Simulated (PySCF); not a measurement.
**Electron correlation in Cd (cadmium, neutral)**

[Kr] 4d10 5s1 5p1, high-spin 3P determinant (an excited configuration). Computed with PySCF 2.14 in def2-TZVPPD with the def2 core potential (28 electrons), with scalar relativity through the core potential. Frozen: 4s2 4p6; 12 electrons correlated.

```
  level  correlation energy (mhartree)
   CCSD                        -370.89
    (T)                         -10.57
CCSD(T)                        -381.46
```

Diagnostics: T1 = 0.011, D1 = 0.0494, largest double amplitude 0.028.

Cost of the coupled-cluster step: of the order of 4 core-seconds, for 12 correlated electrons.
